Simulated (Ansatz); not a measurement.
Computed with Ansatz on PBE0-D4/def2-TZVP structures; ΔE is electronic, products minus reactants. CCSD(T)/CBS adds triple-zeta CCSD(T) − MP2 to the extrapolated MP2 energy (def2 sets, frozen cores). Functionals use def2-TZVPP. For Br, Ge outer-core shells are correlated without core-valence functions, which leaves a few kJ/mol of doubt a bond. Scalar relativity is left out up to krypton.

Reaction (isomerisation): `[GeH3][CH2]Br` → `[CH3][GeH2][Br]`

| level | ΔE (kcal/mol) | difference from CCSD(T)/CBS |
| --- | --- | --- |
| PBE-D4 | -35.7 | 0.5 |
| BHLYP-D4 | -38.3 | -2.1 |
| ωB97X-V | -36.7 | -0.5 |
| B2PLYP | -37.0 | -0.8 |
| PBE-QIDH | -37.8 | -1.6 |
| BHLYP | -38.4 | -2.2 |
| CCSD(T)/def2-SVP | -36.1 | 0.1 |
| SCS-MP2/def2-TZVPP | -36.4 | -0.2 |
| CCSD(T)/def2-TZVPP | -35.9 | 0.3 |
| HF/CBS(def2) | -39.7 | -3.5 |
| CCSD(T)/CBS | -36.2 | 0 |

Largest T1 diagnostic among the species: 0.009.

Leaving LDA and LC-ωPBE aside and taking each functional with its dispersion term where it has one, the values, not all of them listed here, spread over 3.0 kcal/mol, from r2SCAN0-D4 to revPBE-D4. LDA lies +0.9 kcal/mol from PBE without D4. From BLYP to BHLYP (50 % exact exchange), in def2-TZVPP and without D4, ΔE moves by −2.7 kcal/mol.

CCSD(T)/CBS has its own doubt, a few kJ/mol and more with outer-core shells, so smaller differences from it don't rank the levels.
